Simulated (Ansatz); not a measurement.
BrCl3Hf, SMILES `[Cl][Hf]([Cl])([Cl])[Br]`, 5 atoms. The species carries charge 0 and has multiplicity 1. Correlated methods include outer-core shells of Br, Hf, which these sets cover unevenly. Scalar relativity is left out up to krypton. Hf: def2 effective core potential. All runs use 4 threads of a server CPU on a shared host. Correlated methods freeze the cores.

(1) How many basis functions does each run have, and how long does it take in Ansatz? RKS ωB97M-V/def2-TZVPP energy and forces; RKS PBE0-D4/def2-QZVPP energy; RKS ωB97M-V/def2-QZVPP energy; RKS PBE0-D4/def2-SVP energy; RKS PBE0-D4/def2-TZVP relaxation (5 steps); RKS r2SCAN0-D4/def2-TZVPP energy; direct RPA on PBE orbitals/def2-TZVPP energy; RHF-MP2/def2-QZVPP energy; RKS PBE0-D4/def2-TZVP frequencies; RKS ωB97M-V/def2-SVP energy; RHF-CCSD(T)/def2-SVP energy; RKS B2PLYP (frozen core)/def2-TZVPP energy. (An estimate is asked.)

Results:

(1) Ansatz gave: Other jobs shared the machine, so times are rough.

```json
{"level": "RKS PBE0-D4/def2-SVP", "job": "energy", "functions": "118", "wall time": "3.5 s", "peak host memory (GiB)": "0.31"}
{"level": "direct RPA on PBE orbitals/def2-TZVPP", "job": "energy", "functions": "230", "wall time": "11 s", "peak host memory (GiB)": "0.58"}
{"level": "RKS B2PLYP (frozen core)/def2-TZVPP", "job": "energy", "functions": "230", "wall time": "13 s", "peak host memory (GiB)": "0.69"}
{"level": "RKS ωB97M-V/def2-SVP", "job": "energy", "functions": "118", "wall time": "14 s", "peak host memory (GiB)": "0.48"}
{"level": "RKS r2SCAN0-D4/def2-TZVPP", "job": "energy", "functions": "230", "wall time": "15 s", "peak host memory (GiB)": "1"}
{"level": "RHF-CCSD(T)/def2-SVP", "job": "energy", "functions": "118", "wall time": "19 s", "peak host memory (GiB)": "0.6"}
{"level": "RKS PBE0-D4/def2-QZVPP", "job": "energy", "functions": "380", "wall time": "19 s", "peak host memory (GiB)": "1.9"}
{"level": "RHF-MP2/def2-QZVPP", "job": "energy", "functions": "380", "wall time": "27 s", "peak host memory (GiB)": "1.8"}
{"level": "RKS ωB97M-V/def2-TZVPP", "job": "energy and forces", "functions": "230", "wall time": "29 s", "peak host memory (GiB)": "1.2"}
{"level": "RKS ωB97M-V/def2-QZVPP", "job": "energy", "functions": "380", "wall time": "46 s", "peak host memory (GiB)": "2.2"}
{"level": "RKS PBE0-D4/def2-TZVP", "job": "relaxation (5 steps)", "functions": "199", "wall time": "52 s", "peak host memory (GiB)": "0.77"}
{"level": "RKS PBE0-D4/def2-TZVP", "job": "frequencies", "functions": "199", "wall time": "3.5 min", "peak host memory (GiB)": "0.75"}
```
